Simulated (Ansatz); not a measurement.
This geometry of Cl3H4N2Ta + H2 (12 atoms, charge 0, multiplicity 1) is a first-order saddle point.

Method: Ansatz, RKS revPBE-D4/def2-SVP.

```xyz
12
Properties=species:S:1:pos:R:3
Ta -0.016 -0.099 -0.107
N 2.141 0.002 -0.038
H 2.728 -0.115 0.794
H 2.693 0.289 -0.853
N 0.365 -0.219 1.840
H -0.390 -0.534 2.462
H 1.180 0.048 2.399
Cl 0.509 0.210 -2.410
Cl -1.261 1.903 -0.076
Cl -1.902 -1.478 0.038
H 0.796 -1.847 -0.417
H 1.646 -1.224 -0.295
```

(1) Which two structures does it join? (They come from a converged band through this point; their orientation in space is the band's.)

(2) How far does it lie above each of them?

## Answers

(1) Bonds broken: H11–H12. Bonds formed: Ta1–H11, N2–H12. Cl3H4N2Ta + H2 becomes Cl3H6N2Ta.

Image 0:

```xyz
12
Properties=species:S:1:pos:R:3
Ta 0.014 0.472 0.054
N 1.924 0.235 -0.232
H 2.622 -0.026 0.471
H 2.354 0.334 -1.160
N -0.263 0.147 2.000
H -0.602 -0.741 2.385
H -0.351 0.899 2.693
Cl -0.998 0.997 -2.014
Cl -0.072 2.757 0.680
Cl -0.749 -1.769 -0.155
H 1.938 -3.081 -0.646
H 2.671 -3.289 -0.740
```

Image 8:

```xyz
12
Properties=species:S:1:pos:R:3
Ta -0.131 -0.173 -0.037
N 2.226 -0.157 -0.339
H 2.698 -0.233 0.572
H 2.570 0.706 -0.784
N 0.063 -0.462 1.919
H 0.281 -1.316 2.439
H -0.236 0.279 2.570
Cl 0.004 -0.910 -2.297
Cl 0.421 2.142 0.099
Cl -2.467 -0.185 -0.072
H 0.531 -1.803 0.179
H 2.530 -0.954 -0.913
```

(2) 23.0 kcal/mol above the first and 25.8 kcal/mol above the second. This is the barrier of this one path; another mechanism may lie lower. The orbitals stay closed-shell, which can raise the energy where a bond breaks towards radicals; this wasn't checked here.

Run time: 7.9 min on 4 threads of Arm Neoverse V1, on a shared host, peak memory 0.25 GiB.
